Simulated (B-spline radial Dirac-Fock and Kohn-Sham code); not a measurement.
# Elastic and transport cross sections of cerium for electrons

These are calculated numbers from an atomic code on a B-spline grid; the model is relativistic (Dirac) partial waves in the static field of the Dirac-Fock atom with Furness-McCarthy exchange, without polarisation or absorption potentials. σ_tr1 and σ_tr2 weight the cross section with 1 − P₁ and 1 − P₂ of cos θ; "backward" is the share scattered beyond 90°.

| energy (eV) | σ (a₀²) | σ_tr1 (a₀²) | σ_tr2 (a₀²) | σ/σ_tr1 | backward (%) |
| --- | --- | --- | --- | --- | --- |
| 357 | 23.6 | 5.72 | 6.14 | 4.13 | 10 |
| 434 | 21.6 | 5.02 | 5.02 | 4.30 | 10 |
| 500 | 20.2 | 4.51 | 4.32 | 4.48 | 9.9 |
| 658 | 17.7 | 3.55 | 3.25 | 4.99 | 9.1 |
| 810 | 16.0 | 2.90 | 2.65 | 5.50 | 8.1 |
| 997 | ? | ? | ? | ? | ? |
| 1000 | 14.3 | 2.33 | 2.19 | 6.15 | 7.0 |
| 1130 | 13.4 | 2.04 | 1.96 | 6.60 | 6.3 |
| 1350 | 12.2 | 1.66 | 1.67 | 7.37 | 5.4 |
| 1500 | 11.6 | 1.47 | 1.52 | 7.89 | 5.0 |

Q: Fill in the row for 997 eV.

A: σ = 14.4 a₀², σ_tr1 = 2.34 a₀², σ_tr2 = 2.19 a₀², σ/σ_tr1 = 6.14, backward 7.0 %. The ratio σ/σ_tr1 is roughly the number of elastic collisions that randomise the direction.
